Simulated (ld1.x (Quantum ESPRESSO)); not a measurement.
**Before and after: PAW potential for antimony (Sb)**

antimony, PAW, made with ld1.x (Quantum ESPRESSO) 7.5 (LDA (PZ), scalar-relativistic). Core [Kr], reference 4d10 5s2 5p3. Waves: 5s (bound): rcut 1.75, rcutus 2.25 bohr; 5s channel at 1.4 Ry: rcut 1.75, rcutus 2.25 bohr; 5p (bound): rcut 1.45, rcutus 1.80 bohr; 5p channel at 2.3 Ry: rcut 1.45, rcutus 1.80 bohr; 4d (bound): rcut 1.35, rcutus 1.80 bohr; 4d channel at -0.65 Ry: rcut 1.35, rcutus 1.80 bohr. Local part: all-electron potential smoothed inside 1.50 bohr (lloc = -1). Core correction: Bessel-smoothed model core, default radius (core density twice the valence density). Augmentation charge: BESSEL, radius 1.15 bohr.

Change: waves 5s (bound): rcut 1.75, rcutus 2.10 bohr; 5s channel at 1.4 Ry: rcut 1.75, rcutus 2.10 bohr.

Cutoffs: the cutoffs (Ry, on a coarse ladder) from which the occupation-weighted sum of valence levels, in a spherical-Bessel basis at the reference potential, stays within 10 and 1 mRy of its value at 400 Ry; they do not see the model core or the augmentation charge, which bear on the density cutoff. Errors are all-electron minus pseudo energies relative to the spin-unpolarised reference configuration.

Q: Predict the effect on cutoff, ghosts and configuration errors.

A: The potential gets neither clearly harder nor softer (35 Ry and 60 Ry → 35 Ry and 60 Ry); both files keep a bound ghost (p, s); of the 9 tests that both files solve, the error grows in 0 and shrinks in 4 by more than 15 % and 0.3 meV (median size 3.6 → 3.0 meV). Less of the atom is replaced, so other configurations are described better.

```csv
quantity,base,changed
"cutoff, loose",35 Ry,35 Ry
"cutoff, tight",60 Ry,60 Ry
bound ghosts,"s, p","s, p"
"error for 4d10 5s2 5p2, meV [ΔE 8.52 eV]",-2.3,-2.4
"error for 4d10 5s2 5p1, meV [ΔE 24.77 eV]",-7.9,-7.8
"error for 4d10 5s2 5p0, meV [ΔE 49.56 eV]",-19,-18
"error for 4d10 5s1 5p4, meV [ΔE 8.21 eV]",-0.6,0.0
"error for 4d9 5s2 5p3, meV [ΔE 40.80 eV]",-332,-270
"error for 4d9 5s2 5p4, meV [ΔE 31.00 eV]",-308,-250
"error for 4d10 5s1 5p3, meV [ΔE 17.34 eV]",-3.6,-3.0
"error for 4d10 5s2 5p3 (spin-polarised), meV [ΔE -1.09 eV]",-0.2,-0.3
"error for 4d10 5s2 5p2 (spin-polarised), meV [ΔE 7.93 eV]",-2.5,-2.5
lowest overlap eigenvalue by channel,"s 0.27, p 0.61, d 0.06","s 0.32, p 0.61, d 0.06"
```

 A true bound ghost makes a file unfit for plane-wave use even where its test errors are small: the radial tests pick states by their node count and pass the ghost by.
